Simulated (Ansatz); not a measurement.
Computed with Ansatz on PBE0-D4/def2-TZVP structures; ΔE is electronic, products minus reactants. CCSD(T)/CBS is the MP2 limit (def2-TZVPP, def2-QZVPP) plus CCSD(T) − MP2 in def2-TZVPP, frozen cores. This one scheme is used for every species, atoms too. DFT in def2-TZVPP. B3LYP here is the variant with VWN-RPA as its local correlation; programs differ in this. No spin–orbit coupling; open shells (•) take unrestricted orbitals. Spin–orbit coupling would lower the free atoms: a little for C, Cl, F; clearly for Ge. Bonds to Ge are less sure, by a few kJ/mol each and by 10 to 20 or more in all where they break to atoms, as the def2 sets lack core-valence functions. Scalar relativity is left out up to krypton.

`[CH3][Ge]([CH3])([F])[Cl]` → 2 C• + Cl• + F• + Ge• + 6 H•  (atomization)

CCSD(T)/CBS gives +4026.0 kJ/mol.

Problem. Another level gave +3952.9 kJ/mol. Which?
A. B3LYP/def2-TZVPP
B. B3LYP-D4/def2-TZVPP
C. ωB97X-V/def2-TZVPP
D. SCS-MP2/def2-TZVPP

Solution. A. B3LYP 3952.9, SCS-MP2/def2-TZVPP 3972.4, B3LYP-D4 3990.8, ωB97X-V 4028.0 kJ/mol.

Largest T1 diagnostic among the species: 0.010.

From PBE to PBE0 (25 % exact exchange), in def2-TZVPP and without D4, ΔE moves by −47.2 kJ/mol: exact exchange takes away binding that semilocal exchange gives to molecules. In def2-TZVPP, CCSD(T) changes the Hartree–Fock value by +928.4 kJ/mol (the triples alone add +53.9 kJ/mol) and MP2 by +990.4 kJ/mol; breaking electron pairs costs correlation energy, which Hartree–Fock lacks. The D4 term adds +37.8 kJ/mol with B3LYP and +20.0 kJ/mol with PBE0; it sums over pairs of atoms, weighted by their polarisabilities, and B3LYP, whose exchange is more repulsive, gets the larger term.

For atomizations the MP2-based limit and the directly extrapolated one differ by several kJ/mol either way, and by 10 to 25 for some Ge, Se and Sn compounds, so smaller differences from it don't rank the levels.
